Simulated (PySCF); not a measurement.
**Electron correlation in Cl²⁺ (chlorine, charge +2)**

[Ne] 3s2 3p2 4s1, high-spin 4P determinant (an excited configuration). All numbers are calculated (PySCF 2.14, scalar relativity by spin-free X2C-1e, in aug-cc-pCVTZ-DK with one added diffuse shell each of s, p, d, f type (9s8p6d4f, 91 functions)). Frozen: [Ne]; 5 electrons correlated.

```csv
level,correlation energy (mhartree)
CCSD,-115.25
(T),-4.22
CCSD(T),-119.47
```

Diagnostics: T1 = 0.045, D1 = 0.1405, largest double amplitude 0.098.

The outer electron is Rydberg-like, and this basis confines it to a smaller radius and binds it less than a complete one would. T1 exceeds 0.03, a sign that the reference determinant is poor.

Cost of the coupled-cluster step: about 25 core-seconds, for 5 correlated electrons.

Iterations:

```
CC2 = 0
CCSD nocc = (np.int64(4), np.int64(1)), nmo = (86, 86)
frozen orbitals [[0, 1, 2, 3, 4], [0, 1, 2, 3, 4]]
max_cycle = 100
direct = 0
conv_tol = 1e-08
conv_tol_normt = 1e-06
diis_space = 8
diis_start_cycle = 0
Init t2, MP2 energy = -0.0918070858749469
Init E_corr(UCCSD) = -0.091807085878852
cycle = 1  E_corr(UCCSD) = -0.109413830317888  dE = -0.0176067444  norm(t1,t2) = 0.0803279
cycle = 2  E_corr(UCCSD) = -0.115346863288378  dE = -0.00593303297  norm(t1,t2) = 0.113387
cycle = 3  E_corr(UCCSD) = -0.110211956222206  dE = 0.00513490707  norm(t1,t2) = 0.193467
cycle = 4  E_corr(UCCSD) = -0.114894484867479  dE = -0.00468252865  norm(t1,t2) = 0.0212223
cycle = 5  E_corr(UCCSD) = -0.114887491378487  dE = 6.99348899e-06  norm(t1,t2) = 0.0114955
cycle = 6  E_corr(UCCSD) = -0.114926676708066  dE = -3.91853296e-05  norm(t1,t2) = 0.00881232
cycle = 7  E_corr(UCCSD) = -0.115202055744598  dE = -0.000275379037  norm(t1,t2) = 0.00916628
cycle = 8  E_corr(UCCSD) = -0.115287413860195  dE = -8.53581156e-05  norm(t1,t2) = 0.00881485
cycle = 9  E_corr(UCCSD) = -0.115231526761544  dE = 5.58870987e-05  norm(t1,t2) = 0.00178948
cycle = 10  E_corr(UCCSD) = -0.115241583618905  dE = -1.00568574e-05  norm(t1,t2) = 0.000986891
cycle = 11  E_corr(UCCSD) = -0.115244187117503  dE = -2.6034986e-06  norm(t1,t2) = 0.000142769
cycle = 12  E_corr(UCCSD) = -0.115245942368725  dE = -1.75525122e-06  norm(t1,t2) = 4.62976e-05
cycle = 13  E_corr(UCCSD) = -0.115246066510409  dE = -1.24141684e-07  norm(t1,t2) = 1.42268e-05
cycle = 14  E_corr(UCCSD) = -0.115245919197298  dE = 1.4731311e-07  norm(t1,t2) = 2.70063e-06
cycle = 15  E_corr(UCCSD) = -0.115245858374257  dE = 6.08230415e-08  norm(t1,t2) = 9.64634e-07
cycle = 16  E_corr(UCCSD) = -0.115245855084166  dE = 3.29009069e-09  norm(t1,t2) = 3.54199e-07
UCCSD converged
E(UCCSD) = -458.9574687221498  E_corr = -0.1152458550841662
UCCSD(T) correction = -0.00422375817236744
```
